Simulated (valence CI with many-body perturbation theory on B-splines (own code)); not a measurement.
**Ru39+: key properties**

Calculated by configuration interaction combined with many-body perturbation theory (CI+MBPT): three valence electrons over a frozen Dirac-Fock core [He], radial functions for each j: 11 s, 11 p, 10 d, 8 f, 5 g, 2 h, with the one-electron correlation potential Σ1 (screened to all orders), the two-electron term Σ2, the three-electron term Σ3, Breit, model QED; selected single and double excitations, second order for the rest, scaled by the run's own slope (own B-spline code, finite nucleus).

No measured spectrum was set against this ion. As an estimate, large intervals hold to a few tenths of a per cent, small ones and those within an open d or f shell to about a per cent.

Levels are named by their leading jj configuration (3d3/2^4 stands for four electrons in 3d with j = 3/2), which in mixed levels can hold well under half, so a name can repeat and another be missing.

Rates and lifetimes use the calculated energies. Strong lines usually hold to 10 to 20 %, long lifetimes can be off by a factor of two.

(1) What is the ground level?

(2) Where does the other parity begin?

(3) What is the ionisation energy?

(4) How well does LS coupling describe the low levels?

(5) Among levels below 350.75 Ry, which E1 lines absorb most strongly from the ground level?

Answers

(1) (2s^2 2p1/2) J=1/2, composition 99 % 2s2 2p 2P°, g = 0.650.

(2) At (2s 2p1/2^2) J=1/2, 8.78 Ry.

(3) 5863.5 eV; NIST lists 5861 ± 4 eV (semi-empirical).

(4) Among the lowest 20 levels the leading LS term, summed over configurations, holds 77 % on average. For single configurations the figures are 76 % in LS and 95 % in jj coupling. Terms mix most in the J = 3/2 level at 31.57 Ry, where the leading one holds 42 %.

(5) to (2s^2 3d3/2) J=3/2 at 0.3643 nm, f = 0.757; to (2s 2p1/2 3p3/2) J=3/2 at 0.3571 nm, f = 0.208; to (2s 2p1/2 3p3/2) J=1/2 at 0.3577 nm, f = 0.135.
